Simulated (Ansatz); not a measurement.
Ansatz (a first-principles code) input (RI-MP2/def2-QZVPP):
A basis named .json is the Basis Set Exchange file of that set.

Ansatz 0.2 input:
```yaml
crystal:
  periodic: [false, false, false]
  atoms:
    - {symbol: Mo, position_ang: [0.00000000, -0.00000000, -0.00000000]}
    - {symbol: Br, position_ang: [1.98129454, -0.35443084, -1.25132459]}
    - {symbol: Br, position_ang: [1.07684956, -0.92076683, 1.96584030]}
    - {symbol: Br, position_ang: [-1.07684956, 0.92076683, -1.96584030]}
    - {symbol: Br, position_ang: [-1.65143312, -1.69635302, 0.11007987]}
    - {symbol: Br, position_ang: [-0.32986142, 2.05078386, 1.14124472]}
basis:
  gaussian:
    orbitals: def2-QZVPP.json
    fitting: {mean_field: def2-universal-jkfit, correlation: def2-QZVPP-RIFIT.json}
total_charge: 1
magnetization: {spin_polarized: false}
correlation: {method: mp2, electrons: outside_noble_gas}
```

End of the output:

```
mean field: 5.31 GiB planned
mean field evaluation 1: about -351826.1739 eV, gradient 5.6e1 eV
mean field evaluation 2: about -351783.0587 eV, gradient 1.7e2 eV
mean field evaluation 4: about -351833.4565 eV, gradient 2.6e0 eV
mean field evaluation 8: about -351833.5222 eV, gradient 1.2e-1 eV
mean field evaluation 16: about -351822.3208 eV, gradient 5.4e1 eV
mean field evaluation 32: about -351828.7157 eV, gradient 5.1e-1 eV
mean field evaluation 64: about -351830.2771 eV, gradient 7.7e0 eV
mean field evaluation 96: about -351826.1728 eV, gradient 5.6e1 eV
mean field -351833.52222393 eV, -12929.6434604027 hartree, gradient 1.2e-6 eV, S^2 0.000000; 6 other end points of the search recorded, 0 dependent functions left out
74 core orbitals not correlated
1742 factors; their error is unknown
reference -351833.52222393 eV, -12929.6434604027 hartree; 20, 20 occupied and 432, 432 virtual orbitals, 1742 factors
second order -34.67519964 eV of doubles, -0.00000000 eV of singles
Total energy: -351868.19742357 eV, -12930.9177504857 hartree
```

The spin state was set by rule; other spins were not relaxed.
